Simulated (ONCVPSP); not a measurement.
# lanthanum (La): variants of one ONCV potential

Base potential:

```
Element                 : lanthanum (La)
Generator               : ONCVPSP 4.0.1
Type                    : optimised norm-conserving Vanderbilt (ONCV)
Functional              : PBEsol
Relativity              : scalar-relativistic
Frozen core             : [Kr] 4d10
Valence charge          : 11
Reference configuration : 5s2 5p6 5d1 6s1.5 (charge +0.5)
Partial waves           : 5s+6s: rc 2.65 bohr, ncon 3, nbas 6, qcut 6 1/bohr, 2 projectors; 5p: rc 2.25 bohr, ncon 4, nbas 7, qcut 6.5 1/bohr, 2 projectors, debl 4 Ha; 5d: rc 2.90 bohr, ncon 4, nbas 9, qcut 3.7 1/bohr, 2 projectors, debl 1.7 Ha; f scattering state at 0.32 Ha: rc 2.55 bohr, ncon 4, nbas 8, qcut 4.3 1/bohr, 2 projectors, debl 2 Ha
Local potential         : polynomial inside 1.95 bohr (lpopt 4, dvloc0 2 Ha)
Core correction         : polynomial model core, fcfact 0.55
```

In the f channel the program set the typed energies aside and used -0.264, 1.736 Ha.

Cutoffs, loose and tight: the cutoffs (Ha) at which the residual kinetic energy of the hardest occupied pseudo-wave falls to 1 and 0.1 mHa per electron. They do not see the model core or the augmentation charge, which bear on the density cutoff. Test errors are all-electron minus pseudo excitation energies from the reference, over the configurations 5s2 5p6 5d1 6s2; 5s2 5p6 5d1 6s1; 5s2 5p6 5d1 6s0; 5s2 5p6 5d0 6s2 6p1. A dash means not determined; rows that change the core or the reference have their own tests.

For the base: The cutoffs count occupied waves only; projector 2 of the f channel, the hardest unoccupied one, needs 55 Ha at the loose tolerance.

A true bound ghost makes a file unfit for plane-wave use even where its test errors are small: the radial tests pick states by their node count and pass the ghost by.

```tsv
change	outcome	cutoff, loose	cutoff, tight	bound ghosts	GHOST(+) flags above zero	largest test error (meV)
base	generated, projector energies reset by the program	13 Ha	15 Ha	none	none	-5.2
core correction polynomial model core, fcfact 0.4	generated, projector energies reset by the program	13 Ha	15 Ha	none	none	-5.2
f: qcut 4.2	generated, projector energies reset by the program	13 Ha	15 Ha	none	none	-5.2
functional LDA (Perdew-Wang 92)	generated, projector energies reset by the program	13 Ha	15 Ha	none	none	-5.1
reference 5s2 5p6 5d1 6s1 6p1; wave 5p: rc 2.25 bohr, ncon 4, nbas 7, qcut 6.5 1/bohr, 2 projectors, debl 4 Ha becomes 5p+6p: rc 2.25 bohr, ncon 4, nbas 7, qcut 6.5 1/bohr, 2 projectors	generated, projector energies reset by the program	13 Ha	15 Ha	none	none	-4.3
f: nbas 9	generated, projector energies reset by the program	13 Ha	15 Ha	none	none	-5.2
fully relativistic	generated, projector energies reset by the program	13 Ha	15 Ha	none	none	-3.0
local potential polynomial inside 1.95 bohr (lpopt 1, dvloc0 3 Ha)	generated, projector energies reset by the program	13 Ha	15 Ha	none	none	-5.2
```

Question: What comes out with this change to the base: local potential polynomial inside 1.95 bohr (lpopt 4, dvloc0 9 Ha)?

Answer: outcome: generated, projector energies reset by the program; cutoff, loose: 13 Ha; cutoff, tight: 15 Ha; bound ghosts: s; GHOST(+) flags above zero: none; largest test error (meV): -5.2.
